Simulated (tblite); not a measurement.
Compound: C₇H₉FGeO.
Atom-mapped SMILES: `[CH2:1]=[C:2]([CH:3]1[CH2:4][CH2:5]1)[Ge@@H:6]1[O:7][CH:8]=[C:9]1[F:10]` (hydrogens: H11, H12 on C1; H13 on C3; H14, H15 on C4; H16, H17 on C5; H18 on Ge6; H19 on C8)

Computed with GFN2-xTB (tblite), gas phase: L-BFGS steps from a force-field or distance-geometry start until the largest atomic force falls under 0.01 eV/Å.

Step 33: E = -821.6684 eV
```
atom  x, y, z in Å  |  force x, y, z in eV/Å
C1     -0.1633    2.1915   -0.6149    0.007  -0.015  -0.038
C2     -0.3947    0.9247   -0.2920    0.016  -0.012  -0.012
C3     -1.5949    0.1812   -0.7117   -0.004   0.008   0.009
C4     -1.6346   -1.3184   -0.6368    0.004   0.002   0.012
C5     -2.4341   -0.5138    0.3307    0.006  -0.008  -0.003
Ge6     1.0003   -0.0084    0.7806   -0.033  -0.001   0.035
O7      2.6387    0.9516    0.6064    0.012  -0.015  -0.011
C8      3.2613   -0.1357    0.0736    0.005   0.002   0.009
C9      2.4021   -1.1491   -0.0063   -0.012   0.009  -0.002
F10     2.5942   -2.4030   -0.4595    0.033   0.001  -0.012
H11    -0.8515    2.7656   -1.2163   -0.026  -0.003  -0.011
H12     0.7346    2.6911   -0.2913   -0.010   0.008   0.004
H13    -2.1309    0.6483   -1.5303   -0.007   0.016   0.009
H14    -2.1476   -1.8625   -1.4153   -0.006   0.037   0.003
H15    -0.7544   -1.8269   -0.2644    0.007  -0.009  -0.010
H16    -3.5069   -0.4825    0.2150    0.013   0.002   0.028
H17    -2.0996   -0.4620    1.3579   -0.001  -0.009  -0.020
H18     0.7740   -0.1436    2.2911   -0.009  -0.001  -0.006
H19     4.2979   -0.0390   -0.2087    0.005  -0.013   0.018
```

Step 34: E = -821.6687 eV
```
atom  x, y, z in Å  |  force x, y, z in eV/Å
C1     -0.1629    2.1920   -0.6176   -0.001  -0.015  -0.026
C2     -0.3943    0.9255   -0.2930    0.015  -0.016  -0.006
C3     -1.5952    0.1816   -0.7111    0.002   0.007   0.011
C4     -1.6342   -1.3183   -0.6373   -0.008   0.006   0.016
C5     -2.4337   -0.5144    0.3314    0.011  -0.010  -0.002
Ge6     1.0010   -0.0072    0.7810   -0.043   0.002   0.008
O7      2.6395    0.9524    0.6074    0.010  -0.031  -0.013
C8      3.2617   -0.1358    0.0751    0.009   0.001   0.003
C9      2.4016   -1.1487   -0.0059   -0.001   0.013  -0.002
F10     2.5943   -2.4032   -0.4585    0.031   0.012  -0.009
H11    -0.8531    2.7660   -1.2169   -0.019  -0.005  -0.014
H12     0.7348    2.6921   -0.2939   -0.013   0.007  -0.002
H13    -2.1323    0.6488   -1.5292   -0.002   0.012   0.015
H14    -2.1494   -1.8599   -1.4166    0.008   0.032   0.012
H15    -0.7541   -1.8283   -0.2646   -0.013   0.003  -0.024
H16    -3.5071   -0.4827    0.2168    0.029   0.000   0.028
H17    -2.0980   -0.4644    1.3585   -0.005  -0.006  -0.027
H18     0.7731   -0.1469    2.2892   -0.011   0.002   0.012
H19     4.2985   -0.0397   -0.2072   -0.001  -0.013   0.021
```

Step 35: E = -821.6690 eV
```
atom  x, y, z in Å  |  force x, y, z in eV/Å
C1     -0.1623    2.1923   -0.6213   -0.008  -0.012  -0.010
C2     -0.3939    0.9263   -0.2944    0.007  -0.013   0.001
C3     -1.5957    0.1824   -0.7101    0.008   0.003   0.009
C4     -1.6337   -1.3180   -0.6376   -0.016   0.011   0.012
C5     -2.4332   -0.5153    0.3322    0.014  -0.005   0.000
Ge6     1.0009   -0.0058    0.7813   -0.035  -0.001  -0.023
O7      2.6405    0.9528    0.6084    0.003  -0.034  -0.008
C8      3.2622   -0.1361    0.0769    0.008  -0.003  -0.003
C9      2.4011   -1.1482   -0.0056    0.008   0.011  -0.002
F10     2.5953   -2.4031   -0.4575    0.025   0.022  -0.005
H11    -0.8551    2.7666   -1.2179   -0.007  -0.011  -0.016
H12     0.7351    2.6932   -0.2971   -0.017   0.003  -0.011
H13    -2.1343    0.6498   -1.5274    0.004   0.007   0.020
H14    -2.1509   -1.8565   -1.4177    0.017   0.021   0.013
H15    -0.7537   -1.8294   -0.2654   -0.026   0.013  -0.035
H16    -3.5069   -0.4834    0.2195    0.035  -0.002   0.024
H17    -2.0965   -0.4671    1.3588   -0.003  -0.002  -0.019
H18     0.7719   -0.1505    2.2872   -0.014   0.005   0.031
H19     4.2993   -0.0407   -0.2048   -0.003  -0.014   0.023
```

Step 36: E = -821.6694 eV
```
atom  x, y, z in Å  |  force x, y, z in eV/Å
C1     -0.1617    2.1927   -0.6258   -0.016  -0.005   0.007
C2     -0.3936    0.9273   -0.2960   -0.003  -0.005   0.006
C3     -1.5966    0.1835   -0.7086    0.012   0.000   0.004
C4     -1.6333   -1.3172   -0.6376   -0.018   0.014  -0.001
C5     -2.4325   -0.5166    0.3333    0.015   0.005   0.007
Ge6     1.0000   -0.0045    0.7808   -0.015  -0.009  -0.043
O7      2.6414    0.9527    0.6093   -0.008  -0.022   0.001
C8      3.2628   -0.1367    0.0791    0.003  -0.007  -0.006
C9      2.4007   -1.1476   -0.0055    0.014   0.003  -0.004
F10     2.5971   -2.4029   -0.4563    0.018   0.026  -0.004
H11    -0.8569    2.7677   -1.2195    0.005  -0.020  -0.017
H12     0.7355    2.6941   -0.3014   -0.020  -0.001  -0.019
H13    -2.1372    0.6511   -1.5247    0.008   0.004   0.022
H14    -2.1519   -1.8523   -1.4186    0.017   0.004   0.005
H15    -0.7533   -1.8297   -0.2669   -0.029   0.017  -0.040
H16    -3.5062   -0.4849    0.2230    0.028  -0.002   0.016
H17    -2.0950   -0.4704    1.3591    0.006   0.002   0.001
H18     0.7704   -0.1548    2.2851   -0.016   0.009   0.041
H19     4.3003   -0.0422   -0.2011    0.000  -0.014   0.024
```

Task: Estimate the geometry and energy of step 37. (The exact step hangs on the optimiser's Hessian estimate; all steps are aligned on step 36, rigid shifts and turns removed.)

Result: E = -821.6698 eV, largest force 0.046 eV/Å
```
atom  x, y, z in Å  |  force x, y, z in eV/Å
C1     -0.1613    2.1930   -0.6305   -0.021   0.003   0.020
C2     -0.3938    0.9286   -0.2977   -0.012   0.005   0.009
C3     -1.5978    0.1850   -0.7067    0.009  -0.002  -0.001
C4     -1.6331   -1.3158   -0.6377   -0.015   0.015  -0.016
C5     -2.4316   -0.5180    0.3348    0.013   0.016   0.014
Ge6     0.9987   -0.0034    0.7791    0.009  -0.021  -0.040
O7      2.6420    0.9522    0.6100   -0.018  -0.003   0.011
C8      3.2636   -0.1374    0.0815   -0.002  -0.006  -0.005
C9      2.4004   -1.1469   -0.0056    0.015  -0.007  -0.007
F10     2.5997   -2.4023   -0.4552    0.011   0.018  -0.006
H11    -0.8584    2.7688   -1.2215    0.012  -0.027  -0.019
H12     0.7362    2.6946   -0.3068   -0.020  -0.003  -0.025
H13    -2.1407    0.6528   -1.5212    0.009   0.005   0.020
H14    -2.1522   -1.8481   -1.4195    0.009  -0.014  -0.008
H15    -0.7528   -1.8289   -0.2692   -0.020   0.015  -0.038
H16    -3.5052   -0.4874    0.2270    0.013   0.001   0.007
H17    -2.0935   -0.4740    1.3597    0.018   0.006   0.026
H18     0.7684   -0.1593    2.2832   -0.017   0.014   0.036
H19     4.3016   -0.0442   -0.1962    0.008  -0.013   0.022
```

The energy changes by -0.0004 eV. The first-order estimate −F·Δx gives -0.0005 eV and the mean of the old and new forces, exact on a quadratic surface, -0.0004 eV. The step makes an angle of 74° with the force vector and moves no atom by more than 0.005 Å.

What follows is the cost of the whole relaxation. Time: 1.5 s wall. Hardware: one thread of an Arm Neoverse N1, shared host.
